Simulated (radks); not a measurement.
Isoelectronic series with 10 electrons, all held in the configuration [Ne], which need not be the ground one along the series. Method: scalar-relativistic Kohn-Sham, PBE, spin-polarised, spherical densities, point nucleus; computed with a radial shooting solver on a logarithmic mesh with Libxc functionals. Total energies (hartree) and orbital eigenvalues (hartree):

| ion | E (hartree) | 2p | 2s | 1s |
|---|---|---|---|---|
| S6+ | -388.89390 | -9.48739 | -11.49724 | -92.34469 |
| K9+ | -573.66226 | -17.42988 | -20.06340 | -137.0355 |
| Ti12+ | -795.25498 | -27.65049 | -30.94704 | -190.9697 |
| Mn15+ | -1053.96358 | -40.15403 | -44.16737 | -254.2263 |
| Ni18+ | -1350.13647 | -54.94948 | -59.75106 | -326.9033 |
| Ga21+ | -1684.17881 | -72.04871 | -77.73093 | -409.1163 |
| Se24+ | -2056.55415 | -91.46595 | -98.14566 | -500.9993 |
| Rb27+ | -2467.78727 | -113.2176 | -121.0399 | -602.7049 |
| Zr30+ | -2918.46776 | -137.3222 | -146.4647 | -714.4058 |
| Tc33+ | -3409.25432 | -163.8002 | -174.4776 | -836.2963 |
| Pd36+ | -3940.87988 | -192.6743 | -205.1437 | -968.5939 |
| In39+ | -4514.15769 | -223.9691 | -238.5359 | -1111.542 |
| Te42+ | -5129.98833 | -257.7112 | -274.7357 | -1265.410 |
| Cs45+ | -5789.3680 | -293.9296 | -313.8345 | -1430.501 |
| Ce48+ | -6493.3981 | -332.6551 | -355.9343 | -1607.152 |
| Pm51+ | -7243.2971 | -373.9210 | -401.1492 | -1795.735 |
| Gd54+ | -8040.4135 | -417.7626 | -449.6070 | -1996.669 |
| Ho57+ | -8886.2420 | -464.2178 | -501.4509 | -2210.421 |
